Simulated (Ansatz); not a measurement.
Compare A (`C[SiH]1C=CO1`) with its isomer B (`C[Si]1(O)C=C1`).

Program: Ansatz. Geometries: PBE0-D4/def2-TZVP. ΔE: electronic, gas phase. CBS: MP2 limit from def2 TZ/QZ plus the TZ coupled-cluster correction, frozen cores. DFT in def2-TZVPP. B3LYP here is the variant with VWN-RPA as its local correlation; programs differ in this. Each species was taken in one conformer, which may not be the lowest.

Question: Which isomer does CCSD(T)/CBS put lower? Give the gap. (Best estimate.)

Answer: Ansatz gave: B, by 1.1 kcal/mol.

Question: Give E(B) − E(A) in kcal/mol with MP2/def2-TZVPP, PBE-D4, HF/def2-TZVPP, CCSD(T)/def2-TZVPP, ωB97M-V, CCSD/def2-TZVPP, B3LYP-D4. (Estimate.)

Answer: Ansatz gave: MP2/def2-TZVPP -1.3, PBE-D4 1.3, HF/def2-TZVPP -0.5, CCSD(T)/def2-TZVPP -0.4, ωB97M-V -0.6, CCSD/def2-TZVPP -0.8, B3LYP-D4 0.1. The order is the other way round with PBE-D4, B3LYP-D4.

Largest T1 diagnostic: 0.013.

From PBE to PBE0 (25 % exact exchange), in def2-TZVPP and without D4, E(B) − E(A) moves by −0.8 kcal/mol.
